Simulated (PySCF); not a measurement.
iridium atom (Ir), quartet (core potentials on Ir); BLYP/def2-SVP (PySCF).

Input for PySCF:
```python
from pyscf import gto, scf, dft

mol = gto.Mole()
mol.atom = '''
    Ir    0.00000000    0.00000000    0.00000000
'''
mol.basis = 'def2-svp'
mol.ecp = {'Ir': 'def2-svp'}
mol.spin = 3
mol.verbose = 3
mol.build()

mf = dft.UKS(mol)
mf.xc = 'blyp'
mf.grids.atom_grid = (30, 110)
mf.kernel()
mf.analyze()
```

Predict the main parts of the log of this PySCF run.


```
SCF not converged.
SCF energy = -104.222058002716 after 50 cycles  <S^2> = 3.7542753  2S+1 = 4.0021371
**** MO energy ****
                             alpha | beta                alpha | beta
MO #1   energy= -3.64565789115635  | -3.58153442491169  occ= 1 | 1
MO #2   energy= -2.01974808127189  | -1.94660790048302  occ= 1 | 1
MO #3   energy= -2.01814896489822  | -1.94604575321141  occ= 1 | 1
MO #4   energy= -2.0181345885127   | -1.94388302209644  occ= 1 | 1
MO #5   energy= -0.296424432793555 | -0.231096558588338 occ= 1 | 1
MO #6   energy= -0.292830906417077 | -0.229851068866426 occ= 1 | 1
MO #7   energy= -0.291689722968217 | -0.207013256925804 occ= 1 | 1
MO #8   energy= -0.267865632294904 | -0.204333435939666 occ= 1 | 0
MO #9   energy= -0.26678126791625  | -0.203615142660889 occ= 1 | 0
MO #10  energy= -0.235908986485365 | -0.202756359970516 occ= 1 | 0
MO #11  energy= -0.0354230249963015 | -0.0260644230395749 occ= 0 | 0
MO #12  energy= -0.0340063477848871 | -0.025844716731484 occ= 0 | 0
MO #13  energy= -0.0316378919799508 | -0.0258124960922991 occ= 0 | 0
MO #14  energy= 0.108964983040623  | 0.123381025430388  occ= 0 | 0
MO #15  energy= 0.372676385027017  | 0.393942422706291  occ= 0 | 0
MO #16  energy= 0.374858846433489  | 0.394520010377526  occ= 0 | 0
MO #17  energy= 0.376179404931225  | 0.406750269049305  occ= 0 | 0
MO #18  energy= 0.383794822565039  | 0.407387044964256  occ= 0 | 0

Dipole moment(X, Y, Z, Debye): -0.00001,  0.00000, -0.00002
```

The run did not converge; its last values are not results.
